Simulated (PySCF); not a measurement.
## Structure from NMR data

An unknown has the formula C4H7N3OSi. Its calculated NMR data are:

1H NMR (600 MHz, computed): δ 9.53 (s, 1H), 5.20 (s, 3H), 2.71 (s, 3H).

13C{1H} NMR (computed): δ 169.1, 158.6, 156.3, 22.8.

Computational details: shielding tensors at PBE0/pcSseg-1 (GIAO), coordinates at the GFN2-xTB level, in PySCF 2.14 (fast rotation and ring inversion assumed for equivalent nuclei, gas phase, one computed conformer, non-relativistic).

Referencing at the same level of theory: 1H, 13C vs TMS.

Propose a structure and justify it.

Results:


1. The formula gives 4 degrees of unsaturation (1 ring in the answer).
2. 4 carbon signals for 4 carbons: no two carbons are equivalent.
3. Carbon types of the structure: 2 × C, 1 × CH, 1 × CH3, leaving 3 H on heteroatoms.
4. δC 169.1: aromatic carbon bearing oxygen; an ipso carbon deshielded by its heteroatom.
5. δC 158.6: aromatic CH between two ring heteroatoms.
6. δC 156.3: substituted aromatic carbon next to a ring nitrogen.
7. δC 22.8: methyl carbon on an aromatic ring; aliphatic region, no heteroatom directly attached.
8. δH 9.53: hydrogen on an aromatic CH between two ring heteroatoms; aromatic region.
9. δH 5.20: hydrogen on a silicon bonded to O.
10. δH 2.71: hydrogen on a methyl carbon on an aromatic ring; benzylic-type position, deshielded by the ring.

Structure: `InChI=1S/C4H7N3OSi/c1-3-4(8-9)7-6-2-5-3/h2H,1,9H3`.

The data come from this structure; uniqueness wasn't tested.

Shifts are as computed. Against solution values, carbons near 30 ppm lie about +3 ppm off and those near 130 ppm about +5 ppm. Of 1211 compounds with measured shifts, 218 miss one by over three times the rms of a fit or turn the order of signals round; such compounds aren't used in these exercises. Multiplicities follow the n + 1 count of equivalent neighbours, as no J values were calculated; m marks all less simple cases, F and P coupling included.
